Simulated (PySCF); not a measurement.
Cl₄MoO, charge -1, doublet, geometry from GFN2-xTB (such geometries of metal compounds can be far from the true shape) (the multiplicity is a formal guess) (core potentials on Mo). Base run: B3LYP/def2-SV(P) (PySCF).

PySCF was given this input:
```python
from pyscf import gto, scf, dft

mol = gto.M(
    atom='''
Mo    0.184811   -0.202703    0.163506
O     1.135139   -1.245037    1.004280
Cl   -1.228596   -1.449971   -1.244801
Cl    0.733209    1.993319    0.806522
Cl    1.284856    0.363019   -1.838139
Cl   -1.780244    0.180329    1.399860
''',
    basis='def2-sv(p)',
    ecp={'Mo': 'def2-sv(p)'},
    charge=-1,
    spin=1,
    verbose=4,
)

mf = dft.UKS(mol)
mf.xc = 'b3lyp'
mf.kernel()
mo_i, mo_e, stable_i, stable_e = mf.stability(internal=True, external=False, return_status=True, nroots=6, tol=1e-6)
print('internally stable:', stable_i, ' externally stable:', stable_e)
if not stable_i:
    umf = mf.copy()
    umf.scf_summary = {}
    umf.kernel(umf.make_rdm1(mo_i, mf.mo_occ))
```

The bond that is stretched is that between atoms 2 and 1. A test that says stable can miss a lower solution.

The base run was repeated with changes; each row names its change, and settings that it needs were set with it.

```tsv
change	ΔE vs base (eV)	<S^2>	stability test says	outcome
base	0.00	0.755	internally stable (external not tested)	converged
bond × 1.25	1.91	0.826	internally stable (external not tested)	converged
bond × 1.5	-	-	-	cut at the time limit
bond × 1.8	-	-	-	cut at the time limit
```

On stretching, the SCF can end on different states; <S^2> shows the spin contamination of each.
